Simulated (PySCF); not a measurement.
C6H16NSi (SMILES C[C](C)N([SiH3])C(C)C), doublet, at a GFN2-xTB geometry. Base run: DF-PBE0/STO-3G run with PySCF.

Input for PySCF:
```python
from pyscf import gto, scf, dft

mol = gto.M(
    atom='''
C     2.33789793    0.51302639    0.90635825
C     1.29181809   -0.39023721    0.35748938
C     1.68633689   -1.79423748    0.03238899
N     0.06007526    0.11743880   -0.02423235
Si   -0.14634451    1.77882185   -0.47447677
C    -1.08416655   -0.78469399    0.07380891
C    -1.66733588   -1.12329147   -1.29815051
C    -2.15997866   -0.20276658    0.98979537
H     3.01077887    0.90291001    0.13175104
H     2.95597483   -0.03225856    1.62198407
H     1.88769427    1.36533993    1.41091558
H     1.10941407   -2.19301439   -0.80040467
H     2.74251046   -1.82139588   -0.24035377
H     1.56108786   -2.47641934    0.88324056
H    -1.32768719    1.90537262   -1.32990920
H    -0.35810163    2.65809027    0.69296282
H     1.05228922    2.18332388   -1.20256409
H    -0.72666712   -1.71207160    0.53293839
H    -0.88727241   -1.48646950   -1.96287615
H    -2.11911758   -0.24518580   -1.74980521
H    -2.42795434   -1.89434680   -1.19877631
H    -2.94574736   -0.93721075    1.15349062
H    -1.72582262    0.06368005    1.95038124
H    -2.60051409    0.68728073    0.54918385
''',
    basis='sto-3g',
    spin=1,
    verbose=4,
)

mf = dft.UKS(mol)
mf.xc = 'pbe0'
mf = mf.density_fit(auxbasis='def2-universal-jkfit')
mf.kernel()
mf.analyze()
```

The base run was repeated with changes; each row names its change, and settings that it needs were set with it.

| change | basis functions | E (Eh) | HOMO (eV) | dipole (D) | core-seconds (rough) |
|---|---|---|---|---|---|
| base | 60 | -575.14388 | -0.81 | 0.78 | 20 |
| basis = LANL2DZ | ? | ? | ? | ? | 30 |
| basis = 6-31G | 108 | ? | ? | ? | 30 |
| basis = pcseg-0 | 108 | -580.86822 | -3.54 | 0.74 | 40 |
| basis = 3-21G | 108 | -578.85877 | -3.23 | 0.76 | 30 |
| basis = 6-31G* | 148 | -581.96191 | -3.46 | 0.80 | 40 |
| basis = 6-31+G* | 180 | -581.97032 | -3.65 | 0.84 | 60 |
| basis = cc-pVDZ | 196 | ? | ? | ? | 60 |
| basis = pcseg-1 | 196 | -581.91423 | -3.68 | 0.79 | 70 |
| basis = 6-31G** | 196 | -581.98270 | -3.45 | 0.80 | 50 |
| basis = pc-1 | 196 | -581.93191 | -3.70 | 0.86 | 70 |
| basis = cc-pV(D+d)Z | 201 | -582.00202 | -3.57 | 0.88 | 60 |
| basis = 6-311G** | ? | ? | ? | 0.80 | 80 |

What belongs in the gaps?


- basis = LANL2DZ, basis functions: 103
- basis = LANL2DZ, E (Eh): -296.43645
- basis = LANL2DZ, HOMO (eV): -3.31
- basis = LANL2DZ, dipole (D): 0.64
- basis = 6-31G, E (Eh): -581.85050
- basis = 6-31G, HOMO (eV): -3.28
- basis = 6-31G, dipole (D): 0.66
- basis = cc-pVDZ, E (Eh): -581.99264
- basis = cc-pVDZ, HOMO (eV): -3.55
- basis = cc-pVDZ, dipole (D): 0.85
- basis = 6-311G**, basis functions: 248
- basis = 6-311G**, E (Eh): -582.06590
- basis = 6-311G**, HOMO (eV): -3.64

Totals compare only among sets that treat the same electrons; sets with core potentials leave the core out.

Open shells are given as the SCF converged; they aren't shown to be the lowest states, and a large step between rows can be another state.
